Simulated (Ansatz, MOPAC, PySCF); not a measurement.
Pair of molecules: SiH4 (SMILES [SiH4]) (first 5 atoms) with CH4O (SMILES CO); geometry from B3LYP-D3(BJ)/def2-TZVP, rigid monomers moved along the line of their centres of mass till Si1···O7 is 2.75 Å.
(charge 0, multiplicity 1):
```xyz
11

Si     0.0779     0.1102     0.2841
H     -1.1281    -0.5255     0.8619
H      0.3097     1.4322     0.9018
H     -0.1668     0.3089    -1.1675
H      1.2544    -0.7695     0.4425
C     -0.4722     0.5236     3.6248
O      0.4994    -0.2833     2.9697
H     -1.4710     0.3898     3.1967
H     -0.1699     1.5589     3.4777
H     -0.5120     0.3209     4.6996
H      0.2618    -1.2092     3.0826
```

Interaction energies are E(AB) − E(A) − E(B) at the monomers' geometry in the complex; basis-set methods are counterpoise corrected. Rows marked so take none.

Rows in 6-31G* carry no dispersion term and start afresh at each structure (6-31G* with six Cartesian d functions). The state reached by AM1 isn't checked.

The values were computed with Ansatz (an electronic-structure program) with Gaussian orbitals; MOPAC for AM1 (differences of heats of formation); PySCF for 6-31G* rows, the dispersion terms. 

Task: What is the computed interaction energy (AM1)?

Result: 3.5 kcal/mol

Task: Estimate the interaction energy that PBE-D3(BJ)/def2-TZVPPD returns for this input.

Result: -1.7 kcal/mol

Task: Give the interaction energy at the level B3LYP/6-31G* (no counterpoise).

Result: -1.2 kcal/mol
